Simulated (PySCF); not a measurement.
NICS in isomers of C4H10N2OSi2.

Definitions: NICS(0) = −σiso at the ring centroid; NICS(1) = −σiso and NICS(1)zz = −σzz at ±1 Å along the ring normal z. Level: GIAO PBE0/pcSseg-1 (PySCF, non-relativistic, gas phase) on the PBE0-D3(BJ)/def2-SVP geometries, one conformer each. Atom numbers follow the mapped SMILES.

**Question.** Order these rings by mean NICS(1)zz, lowest (most negative) first (ppm).
A. ring N5–C6–C7–C8–C9 in `[NH2:1][Si@H:2]([O:3][SiH3:4])[n:5]1[cH:6][cH:7][cH:8][cH:9]1`
B. ring Si3–C4–C5–Si8–N9 in `[CH3:1][O:2][Si@@H:3]1[CH2:4][C@@H:5]([C:6]#[N:7])[SiH2:8][NH:9]1`
C. ring C2–C3–C4–O8–N9 in `[CH3:1][c:2]1[cH:3][c:4]([N:5]([SiH3:6])[SiH3:7])[o:8][n:9]1`

**Answer.** A (-29.2), C (-20.4), B (-0.6).

```tsv
SMILES	ring	NICS(0)	NICS(1)	NICS(1)zz	HOMA	rms pucker (Å)	ring atoms with four or more neighbours
N[Si@H](O[SiH3])n1cccc1	5-membered ring with N; formal bonds all aromatic	-13.1	-11.1	-29.2	0.82	0.00	0
Cc1cc(N([SiH3])[SiH3])on1	5-membered ring with N and O; formal bonds all aromatic	-10.4	-9.1	-20.4	0.54	0.00	0
CO[Si@@H]1C[C@@H](C#N)[SiH2]N1	5-membered ring with N and 2 Si; formal bonds all single	-5.9	-3.5	-0.6	–	0.18	4
```

NICS(0) gives the same order. The isotropic NICS(1) gives the same order. HOMA uses Krygowski's 1993 parameters; it is left out where a ring has a four-coordinate atom, a triple bond, no multiple bond or a kind of bond without parameters. NICS(1) and NICS(1)zz are means over the two faces.
